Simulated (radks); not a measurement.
Results of a calculation; reference values are marked as such.
Task: These are the eigenvalues of the occupied orbitals of an atom or ion with whole-number occupations (eV). Level of theory: Dirac Kohn-Sham, BLYP, spin-unpolarised, spherical densities, finite nucleus; Fermi nuclear charge, rms radius of each element as measured or else 0.836 A^(1/3) + 0.57 fm (a radial shooting solver on a logarithmic mesh with Libxc functionals).

1s1/2: -7060.522
2s1/2: -881.3895
2p1/2: -768.6312
2p3/2: -756.1428
3s1/2: -152.1707
3p1/2: -118.8608
3p3/2: -117.2134
3d3/2: -63.4505
3d5/2: -63.2508

Which element is it, and in what charge state? The configuration may be excited. Open shells, if any, are shared by 2j + 1.

Result: Z = 26, iron, charge +4: Fe4+ in [Ar] 3d4. The list shows which subshells hold electrons but not how many an open one holds; the 1s level, -259.47 hartree, gives Z - s = 22.8 by -(Z - s)^2/2, which with screening and relativity narrows Z to a few neighbours, and the depths of the outer levels then fix element, charge and occupations together.
